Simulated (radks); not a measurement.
Results of a calculation; reference values are marked as such.
Numerical settings for neutral caesium, [Xe] 6s1. Code: a radial shooting solver on a logarithmic mesh with Libxc functionals. Model: Dirac Kohn-Sham, PBE, spin-unpolarised, spherical densities, finite nucleus; Fermi nuclear charge, rms radius 4.8041 fm. The defaults (mesh step 0.008 in ln r, mesh end at 40 bohr or more with all orbitals vanishing there, Anderson mixing 0.5 over 9 steps, residual threshold near 1e-9 with the energy settled to 1e-9 hartree or 1e-11 of itself, here a cap of 96 iterations) give E = -7789.9785 hartree and 6s1/2 at -2.086 eV in 14 iterations. Run on one thread of a shared host, so times are rough (Arm Neoverse V1): 0.15 s of CPU time, 0.15 s wall, 14 iterations on 2440 mesh points. Changes against that run (0 stands for a change within the tolerance of the run):

| setting | iterations | converged | E (mhartree) | e(6s1/2) (meV) | CPU (s) |
|---|---|---|---|---|---|
| mesh step in ln r 0.012 | 13 | yes | 0 | 0 | 0.1 |
| mesh step in ln r 0.2 | 4 | no | diverged | - | 0.01 |
| mesh step in ln r 0.08 | 44 | no | diverged | - | 0.19 |
| mesh end (bohr) 1 | 13 | level above zero | +3.86e+05 | +2.04e+06 | 0.1 |
| mesh end (bohr) 2 | 13 | level above zero | +2.51e+04 | +2.65e+05 | 0.11 |
| residual threshold 1e-13 | 32 | yes | 0 | 0 | 0.23 |
| residual threshold 0.1 | 8 | yes | 0 | +0.631 | 0.11 |
| mixing 1.5 | 14 | yes | 0 | 0 | 0.15 |
| linear mixing, mixing 0.2 | 88 | yes | 0 | 0 | 0.61 |
| linear mixing, mixing 0.8 | 35 | yes | 0 | 0 | 0.3 |
| mixing history 20 | 16 | yes | 0 | 0 | 0.16 |
| iteration cap 8 | 8 | no | 0 | +0.325 | 0.09 |

Settled on a wrong energy, with an occupied level pushed above zero by the early mesh end: mesh end (bohr) 1 (+386 hartree); mesh end (bohr) 2 (+25.1 hartree). Apart from these: no run marked as converged misses the energy by more than 1 mhartree. A mesh that ends early acts as a hard wall.
